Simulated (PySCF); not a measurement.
**Finite-field polarisability of Mg (magnesium, neutral)**

[Ne] 3s2, closed-shell 1S. Calculation: PySCF 2.14, in aug-cc-pCVDZ (6s5p3d, 36 functions); the non-relativistic Hamiltonian (point nucleus). Frozen: 1s2. Energy changes in a uniform field (μhartree):

| axis | F (au) | HF | MP2 | CCSD | CCSD(T) |
| --- | --- | --- | --- | --- | --- |
| x | 0.0016 | -103.988 | -95.565 | -94.788 | -94.422 |
| x | 0.0032 | -416.238 | -382.511 | -379.368 | -377.904 |

Derive α along x at CCSD(T) from the two fields.

With ΔE = −αF²/2 − γF⁴/24, α = −(16 ΔE(F) − ΔE(2F))/(6F²) = 73.75 bohr³.

And the mean polarisability at each level?

HF 81.22, MP2 74.64, CCSD 74.04, CCSD(T) 73.75 bohr³. Reference: 71.2 ± 0.4 bohr³ (recommended; Schwerdtfeger and Nagle, table of static dipole polarizabilities (2023 update)).

A double-zeta set is small for polarisabilities.
